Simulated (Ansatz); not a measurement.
One change: `FC[SiH2]BS` becomes `FC[SiH2]CI`.

Ansatz, PBE0-D4/def2-TZVP geometries, multiplicity 1. Each molecule was computed in one conformer, which needn't be the lowest.

Elements past krypton have def2 core potentials.

```tsv
property	`FC[SiH2]BS`
LUMO energy (B3LYP/def2-TZVPP) / eV	-2.09
HOMO energy (PBE/def2-TZVPP) / eV	-6.79
LUMO energy (ωB97M-V/def2-TZVPP) / eV	0.05
HOMO–LUMO gap (PBE/def2-TZVPP) / eV	3.96
HOMO–LUMO gap (B3LYP/def2-TZVPP) / eV	5.91
HOMO–LUMO gap (ωB97M-V/def2-TZVPP) / eV	10.44
```

Give the same properties after the change, and the shifts. (An estimate is asked.)

Ansatz gave: 
```csv
property,`FC[SiH2]CI`,shift
LUMO energy (B3LYP/def2-TZVPP) / eV,-1.37,0.72
HOMO energy (PBE/def2-TZVPP) / eV,-6.23,0.56
LUMO energy (ωB97M-V/def2-TZVPP) / eV,0.77,0.72
HOMO–LUMO gap (PBE/def2-TZVPP) / eV,4.19,0.23
HOMO–LUMO gap (B3LYP/def2-TZVPP) / eV,5.76,-0.15
HOMO–LUMO gap (ωB97M-V/def2-TZVPP) / eV,10.29,-0.15
```

B3LYP here is the variant with VWN-RPA as its local correlation; programs differ in this.

Spin–orbit coupling is left out; it splits and shifts lone-pair levels of the heavy atoms by tenths of an eV.
